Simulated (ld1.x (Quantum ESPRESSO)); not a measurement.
# Before and after: TM potential for tin (Sn)

* Element: tin
* Generator: ld1.x (Quantum ESPRESSO) 7.5
* Type: norm-conserving Troullier–Martins (Kleinman–Bylander form)
* Functional: PBE
* Relativity: scalar-relativistic
* Frozen core: [Kr] 4d10
* Valence charge: 4
* Reference configuration: 5s2 5p2
* Partial waves: 5p (bound): rc 2.00 bohr; 5s (bound): rc 2.10 bohr
* Local potential: the s channel
* Core correction: a·sin(br)/r model core, default radius (core density twice the valence density)

All-electron outer shells of the reference configuration (PBE, scalar-relativistic, ld1.x):

```tsv
shell	level (eV)	outermost node (bohr)	outermost maximum (bohr)
4p	-89.70	0.41	0.79
4d	-25.84	0.39	0.88
5s	-10.55	0.98	2.01
5p	-3.69	1.09	2.55
```

Change: wave 5s (bound): rc 2.10 bohr becomes 5s (bound): rc 2.62 bohr.

Cutoffs: the cutoffs (Ry, on a coarse ladder) from which the occupation-weighted sum of valence levels, in a spherical-Bessel basis at the reference potential, stays within 10 and 1 mRy of its value at 400 Ry; they do not see the model core or the augmentation charge, which bear on the density cutoff. Errors are all-electron minus pseudo energies relative to the spin-unpolarised reference configuration.

What does the change do?

The potential gets softer (21 Ry and 40 Ry → 18 Ry and 30 Ry); of the 7 tests that both files solve, the error grows in 2 and shrinks in 3 by more than 15 % and 0.3 meV (median size 14.7 → 25.0 meV); neither file shows a bound ghost. A larger radius leaves more room for a smooth pseudo-wave, so fewer plane waves are needed.

```csv
quantity,base,changed
"cutoff, loose",21 Ry,18 Ry
"cutoff, tight",40 Ry,30 Ry
loose cutoff by channel (10 mRy a level),"p 6 Ry, s 10 Ry","p 6 Ry, s 8 Ry"
bound ghosts,none,none
"error for 5s2 5p1, meV [ΔE 6.87 eV]",-8.2,-6.5
"error for 5s2 5p0, meV [ΔE 20.83 eV]",-64,-51
"error for 5s1 5p0, meV [ΔE 51.80 eV]",-337,-328
"error for 5s0 5p4, meV [ΔE 14.19 eV]",-57,-104
"error for 5s2 5p2.3, meV [ΔE -0.85 eV]",+0.1,+0.1
"error for 5s1 5p3, meV [ΔE 6.98 eV]",-15,-25
"error for 5s2 5p1.5, meV [ΔE 2.62 eV]",-1.6,-1.3
```
